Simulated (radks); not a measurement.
Sr3+, configuration [Ar] 3d10 4s2 4p5. All-electron calculation, scalar-relativistic Kohn-Sham, LDA (Slater exchange, Perdew-Wang correlation), spin-polarised, spherical densities, point nucleus; open shells are filled with parallel spins first (spin-orbit coupling, left out, can overturn this in heavy ions). Program: a radial shooting solver on a logarithmic mesh with Libxc functionals.

Local quantities along the radius. ELF = 1/(1 + alpha^2) is the electron localisation function; alpha = (tau - tau_W)/tau_unif compares the Pauli kinetic energy density with that of the uniform gas (summed over spins); -r V(r) is the screened charge that the Kohn-Sham potential of spin up presents (atomic units); r v_xc is r times the local exchange-correlation potential of spin up (hartree bohr); s = |grad rho|/(2 (3 pi^2)^(1/3) rho^(4/3)) is the reduced gradient. tau is taken from the large components.

r (bohr)	ELF	alpha	-r V(r)	r v_xc	s
0.001989	1.000	0.02058	37.67	-0.06777	0.5425
0.002611	1.000	0.02129	37.57	-0.08696	0.5098
0.003427	0.999	0.02267	37.43	-0.1110	0.4887
0.004498	0.999	0.02498	37.25	-0.1408	0.4776
0.005904	0.999	0.02871	37.01	-0.1772	0.4759
0.007749	0.999	0.03473	36.70	-0.2204	0.4836
0.01017	0.998	0.04486	36.30	-0.2704	0.5017
0.01335	0.996	0.06293	35.79	-0.3255	0.5321
0.01752	0.991	0.09793	35.14	-0.3826	0.5775
0.023	0.971	0.1727	34.32	-0.4367	0.6395
0.03019	0.893	0.3470	33.31	-0.4816	0.7106
0.03963	0.641	0.7488	32.09	-0.5150	0.7476
0.05202	0.349	1.367	30.61	-0.5481	0.6415
0.06828	0.332	1.417	28.88	-0.6101	0.3950
0.08962	0.575	0.8589	26.87	-0.7126	0.2886
0.1186	0.768	0.5489	24.51	-0.8190	0.3764
0.1557	0.720	0.6243	21.98	-0.8693	0.5350
0.2043	0.381	1.275	19.26	-0.8650	0.5894
0.2682	0.297	1.540	16.42	-0.9140	0.3011
0.352	0.630	0.7657	13.57	-1.063	0.2306
0.462	0.779	0.5329	10.92	-1.157	0.4153
0.6064	0.649	0.7346	8.707	-1.095	0.6887
0.796	0.255	1.709	6.989	-0.9529	0.8280
1.045	0.335	1.408	5.721	-0.9408	0.4837
1.371	0.788	0.5182	4.806	-0.9935	0.5847
1.8	0.815	0.4759	4.169	-0.9166	1.071
2.363	0.542	0.9197	3.745	-0.6986	2.170
3.101	0.097	3.056	3.431	-0.4265	5.332
4.071	0.003	18.50	3.198	-0.1976	17.36
5.343	0.000	239.7	3.063	-0.06256	82.66

On this mesh the ELF has minima near r = 0.060, 0.23, 0.91 bohr, which separate the shells, and maxima near 0.14 (0.78), 0.46 (0.78), 1.6 (0.84).
